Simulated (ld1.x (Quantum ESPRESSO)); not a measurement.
# u(r) = r·R(r): atom against pseudo-atom (aluminium (Al))

Columns: radius, all-electron u(r) and pseudo u(r) of the 3p shell (level -4.15 eV) of aluminium in the configuration [Ne] 3s2 3p0.75; PBE, scalar-relativistic, ultrasoft scheme, ld1.x (Quantum ESPRESSO) 7.5.

```csv
r (bohr),all-electron,pseudo
0.098,0.0749,-0.0024
0.195,0.1677,-0.0093
0.292,0.2174,-0.0208
0.390,0.2230,-0.0366
0.488,0.1957,-0.0566
0.585,0.1483,-0.0800
0.682,0.0894,-0.1068
0.780,0.0245,-0.1366
0.878,-0.0416,-0.1688
0.975,-0.1056,-0.2025
1.072,-0.1666,-0.2375
1.170,-0.2242,-0.2735
1.268,-0.2772,-0.3097
1.365,-0.3249,-0.3451
1.463,-0.3683,-0.3799
1.560,-0.4069,-0.4128
1.658,-0.4415,-0.4439
1.755,-0.4715,-0.4721
1.852,-0.4972,-0.4973
1.950,-0.5191,-0.5191
2.047,-0.5369,-0.5369
2.145,-0.5512,-0.5512
2.242,-0.5620,-0.5620
2.340,-0.5697,-0.5697
2.438,-0.5745,-0.5745
2.535,-0.5766,-0.5766
```

(1) How many radial nodes do the two functions have?

(2) At about which radius was the pseudo-wave matched?

(3) Is the pseudo-wave norm-conserving?

## Answers

(1) The all-electron 3p function has n − l − 1 = 1; the pseudo-wave has 0, since the states of the same l below it are removed with the core.

(2) 1.95 bohr. The columns agree to 0.0005 from 1.85 bohr on; several derivatives are matched, so the curves merge somewhat inside the radius.

(3) No, it belongs to an ultrasoft set: the norm inside the radius is not constrained, and the difference is carried by the augmentation charge.
